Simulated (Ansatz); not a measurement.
Harmonic vibrations of ZnTe₂ by finite differences.

```yaml
crystal:
  periodic: [false, false, false]
  atoms:
    - {symbol: Zn, position_ang: [-1.264048, 0.222010, -0.329429]}
    - {symbol: Te, position_ang: [0.295242, -1.552535, 0.485259]}
    - {symbol: Te, position_ang: [0.968807, 1.330525, -0.155830]}
basis:
  gaussian: {orbitals: def2-TZVP}
hamiltonian: {xc: {name: B3LYP}, dispersion: d4}
scf: {omitted_lower_state_checks: [starts]}
phonons: {temperatures: {t_min: 298.15, t_max: 900, t_step: 200}}
```

```sh
$ ansatz run in.yaml --threads 4 --pin off --events-out ev --progress --plain --max-ram 3916MiB
```

It prints (some lines left out):

```
Functional definition: B3LYP
mean field -63013.55590419 eV, -2315.7054673567 hartree, gradient 1.3e-5 eV, S^2 0.000000; 0 other end points of the search recorded, 0 dependent functions left out
mean field -63013.55588079 eV, -2315.7054664967 hartree, gradient 2.0e-6 eV, S^2 0.000000; 0 other end points of the search recorded, 0 dependent functions left out
mean field -63013.55589144 eV, -2315.7054668882 hartree, gradient 2.8e-6 eV, S^2 0.000000; 0 other end points of the search recorded, 0 dependent functions left out
mean field -63013.55590892 eV, -2315.7054675305 hartree, gradient 2.3e-6 eV, S^2 0.000000; 0 other end points of the search recorded, 0 dependent functions left out
mean field -63013.55586967 eV, -2315.7054660882 hartree, gradient 2.4e-6 eV, S^2 0.000000; 0 other end points of the search recorded, 0 dependent functions left out
mean field -63013.55587039 eV, -2315.7054661146 hartree, gradient 3.0e-6 eV, S^2 0.000000; 0 other end points of the search recorded, 0 dependent functions left out
mean field -63013.55588447 eV, -2315.7054666321 hartree, gradient 1.8e-6 eV, S^2 0.000000; 0 other end points of the search recorded, 0 dependent functions left out
mean field -63013.55588817 eV, -2315.7054667679 hartree, gradient 2.2e-6 eV, S^2 0.000000; 0 other end points of the search recorded, 0 dependent functions left out
mean field -63013.55590995 eV, -2315.7054675685 hartree, gradient 1.5e-6 eV, S^2 0.000000; 0 other end points of the search recorded, 0 dependent functions left out
mean field -63013.55590017 eV, -2315.7054672091 hartree, gradient 2.0e-6 eV, S^2 0.000000; 0 other end points of the search recorded, 0 dependent functions left out
mean field -63013.55587543 eV, -2315.7054663000 hartree, gradient 1.5e-6 eV, S^2 0.000000; 0 other end points of the search recorded, 0 dependent functions left out
mean field -63013.55588515 eV, -2315.7054666569 hartree, gradient 1.7e-6 eV, S^2 0.000000; 0 other end points of the search recorded, 0 dependent functions left out
mean field -63013.55590261 eV, -2315.7054672986 hartree, gradient 2.3e-6 eV, S^2 0.000000; 0 other end points of the search recorded, 0 dependent functions left out
Total energy: -63013.78297629 eV, -2315.7138121025 hartree
Atom 0 at    -1.264048     0.222010    -0.329429 Å, force     0.015416    -0.002278     0.003901 eV/Å
Atom 1 at     0.295242    -1.552535     0.485259 Å, force    -0.005763     0.008256    -0.003473 eV/Å
Atom 2 at     0.968807     1.330525    -0.155830 Å, force    -0.009653    -0.005977    -0.000428 eV/Å
Dipole moment:    -0.675864     0.118684    -0.176134 e Å
Vibrations: 121.94 198.32 245.23 cm⁻¹, zero-point energy 0.035056 eV
Checks for a lower state left out: starts
```

It took 37 s on 4 threads of Arm Neoverse V1 on a shared host.

In the def2 sets Te takes a core potential; there is no spin–orbit coupling. At PBE0-D4/def2-TZVP a triplet of charge 0 lies 0.07 eV below the restricted singlet, each at its own geometry. The structure comes from a short search, and lower isomers may exist.
